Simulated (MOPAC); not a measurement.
A run for MOPAC: AM1 on FHOPb (SMILES [OH][Pb][F]), a point of a bond scan (R = 0.966 Å).

```
AM1 1SCF PRECISE CHARGE=0 THREADS=1
FHOPb

Pb     0.11984709 1     0.02505711 1     0.23369822 1
F     -0.29894545 1     1.35257794 1    -1.30236435 1
O     -0.75278508 1    -1.60708419 1    -0.73088014 1
H     -1.11467184 1    -1.37121089 1    -1.59493347 1
```

It printed:

```
*******************************************************************************
 **                                                                           **
 **                              MOPAC v23.2.5                                **
 **                                                                           **
 *******************************************************************************
 ** MOPAC's Digital Object Identifier: https://doi.org/10.5281/zenodo.6511958 **
 **                                                                           **
 ** Please cite the open-source release paper for use of this MOPAC version:  **
 ** J. E. Moussa and J. J. P. Stewart (2026)                                  **
 ** MOPAC: An open-source semiempirical molecular orbital program             **
 ** J. Open Source Softw., 11(119), 8025, https://doi.org/10.21105/joss.08025 **
 *******************************************************************************

                              AM1 CALCULATION RESULTS

 *******************************************************************************
 *  AM1        - The AM1 Hamiltonian to be used
 *
 *
 *
 *                 CHARGE ON SYSTEM = 0
 *
 *
 *
 *  PRECISE    - TIGHTER CRITERIA TO BE USED
 *  1SCF       - DO 1 SCF AND THEN STOP
 *  THREADS=1  - MULTI-THREADING NOT USED
 *  T=         - A TIME OF 172800.0 SECONDS REQUESTED
 *  DUMP=N     - RESTART FILE WRITTEN EVERY 7200.0 SECONDS REQUESTED
 *******************************************************************************
AM1 1SCF PRECISE CHARGE=0 THREADS=1
 FHOPb

   ATOM   CHEMICAL          X               Y               Z
  NUMBER   SYMBOL      (ANGSTROMS)     (ANGSTROMS)     (ANGSTROMS)

     1      Pb          0.11984709  *   0.02505711  *   0.23369822  *
     2       F         -0.29894545  *   1.35257794  *  -1.30236435  *
     3       O         -0.75278508  *  -1.60708419  *  -0.73088014  *
     4       H         -1.11467184  *  -1.37121089  *  -1.59493347  *



          CARTESIAN COORDINATES

    NO.       ATOM           X           Y           Z

     1        Pb          0.1198      0.0251      0.2337
     2         F         -0.2989      1.3526     -1.3024
     3         O         -0.7528     -1.6071     -0.7309
     4         H         -1.1147     -1.3712     -1.5949

  H: (AM1): M.J.S. DEWAR ET AL, J. AM. CHEM. SOC. 107 3902-3909 (1985)
  O: (AM1): M.J.S. DEWAR ET AL, J. AM. CHEM. SOC. 107 3902-3909 (1985)
  F: (AM1): M.J.S. DEWAR AND E. G. ZOEBISCH, THEOCHEM, 180, 1 (1988).
 Pb: (AM1): J. J. P. STEWART, J. MOL. MOD., 10, 155-164 (2004)

           Empirical Formula: H O Pb F  =     4 atoms



      MOLECULAR POINT GROUP   :   Cs


      RHF CALCULATION, NO. OF DOUBLY OCCUPIED LEVELS = 9


 -------------------------------------------------------------------------------
 AM1 1SCF PRECISE CHARGE=0 THREADS=1
 FHOPb



     1SCF WAS SPECIFIED, SO BFGS WAS NOT USED
     SCF FIELD WAS ACHIEVED


                              AM1 CALCULATION
                                                       MOPAC v23.2.5 Linux




          FINAL HEAT OF FORMATION =        -83.45538 KCAL/MOL =    -349.17730 KJ/MOL


          COSMO AREA              =         95.62 SQUARE ANGSTROMS
          COSMO VOLUME            =         80.07 CUBIC ANGSTROMS

          IONIZATION POTENTIAL    =         10.243030 EV
          HOMO LUMO ENERGIES (EV) =        -10.243 -1.197
          NO. OF FILLED LEVELS    =          9
          MOLECULAR WEIGHT        =        243.2057         POINT GROUP:  Cs

          MOLECULAR DIMENSIONS (Angstroms)

            Atom       Atom       Distance
            O     3    F     2     3.04831
           Pb     1    H     4     2.32068
            F     2   Pb     1     0.00000


          SCF CALCULATIONS        =          1





   ATOM   CHEMICAL          X               Y               Z
  NUMBER   SYMBOL      (ANGSTROMS)     (ANGSTROMS)     (ANGSTROMS)

     1      Pb          0.11984709  *   0.02505711  *   0.23369822  *
     2       F         -0.29894545  *   1.35257794  *  -1.30236435  *
     3       O         -0.75278508  *  -1.60708419  *  -0.73088014  *
     4       H         -1.11467184  *  -1.37121089  *  -1.59493347  *

                             CARTESIAN COORDINATES

   1   Pb        0.119847090     0.025057110     0.233698220
   2    F       -0.298945450     1.352577940    -1.302364350
   3    O       -0.752785080    -1.607084190    -0.730880140
   4    H       -1.114671840    -1.371210890    -1.594933470


           Empirical Formula: H O Pb F  =     4 atoms



      MOLECULAR POINT GROUP   :   Cs


                  EIGENVALUES
 -43.75823 -33.72989 -18.57379 -15.02058 -11.98760 -11.96849 -11.37908 -10.74741
 -10.24303  -1.19696  -0.12729   0.61187   6.93964


              NET ATOMIC CHARGES AND DIPOLE CONTRIBUTIONS

  ATOM NO.   TYPE          CHARGE      No. of ELECS.   s-Pop       p-Pop
    1         Pb           1.167431        2.8326     1.90309     0.92948
    2          F          -0.616225        7.6162     1.89953     5.71669
    3          O          -0.743609        6.7436     1.85705     4.88656
    4          H           0.192403        0.8076     0.80760
 DIPOLE           X         Y         Z       TOTAL
 POINT-CHG.     3.215     0.610     6.302     7.101
 HYBRID        -1.267     0.021    -2.615     2.906
 SUM            1.949     0.631     3.687     4.218


          ATOMIC ORBITAL ELECTRON POPULATIONS

     Atom    s        px        py        pz
    1 Pb   1.90309   0.32605   0.21791   0.38552
    2  F   1.89953   1.89347   1.90117   1.92205
    3  O   1.85705   1.73367   1.80517   1.34771
    4  H   0.80760

 **********************
 *                    *
 * JOB ENDED NORMALLY *
 *                    *
 **********************




 == MOPAC DONE ==
```

The run finished.

Cost: around 0.010 core-seconds (rough).
